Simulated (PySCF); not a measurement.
**Spin–spin coupling constants**

Geometry:
| atom | x (Å) | y (Å) | z (Å) |
| --- | --- | --- | --- |
| B1 | 0.385 | 0.816 | -0.640 |
| N2 | 1.078 | -0.252 | 0.325 |
| B3 | -0.385 | -0.814 | 0.635 |
| N4 | -1.077 | 0.247 | -0.339 |
| H5 | 0.522 | 1.954 | -0.228 |
| H6 | 0.706 | 0.653 | -1.804 |
| H7 | 1.703 | -0.907 | -0.135 |
| H8 | 1.566 | 0.142 | 1.124 |
| H9 | -0.527 | -1.956 | 0.236 |
| H10 | -0.702 | -0.635 | 1.797 |
| H11 | -1.558 | -0.152 | -1.139 |
| H12 | -1.708 | 0.901 | 0.115 |

Indirect spin–spin couplings were computed at B3LYP/pcJ-1 (spin–dipole term only in couplings to heteroatoms) (PySCF) on a PBE0-D3(BJ)/def2-SVP structure, for the isolated molecule, without vibrational or relativistic corrections. Couplings are averaged over pairs made equivalent by symmetry, fast rotation or ring inversion, so a value needn't be that of the named pair in this geometry, while other rotamers aren't included; one pair stands for each set, and the list holds those of at least 0.8 Hz over up to four bonds.

Isotopes: 11B, 1H, 15N.

| pair | bonds | J (Hz) |
| --- | --- | --- |
| B1, N2 | 1 | -7.7 |
| B1, H5 | 1 | 120.7 |
| N2, H7 | 1 | ? |
| B1, B3 | 2 | -3.1 |
| B1, H7 | 2 | ? |
| N2, N4 | 2 | 4.0 |
| N2, H5 | 2 | -1.0 |
| H5, H6 | 2 | -6.9 |
| H7, H8 | 2 | -10.9 |
| N2, H11 | 3 | -2.2 |
| H5, H7 | 3 | ? |
| H5, H8 | 3 | 7.9 |
| H5, H10 | 4 | ? |

Task: Estimate the withheld couplings, with signs.

Result: 
- 1J(N2,H7) = -75.8 Hz (bond length 1.016 Å)
- 2J(B1,H7) = -2.9 Hz
- 3J(H5,H7) = 5.7 Hz
- 4J(H5,H10) = 1.3 Hz
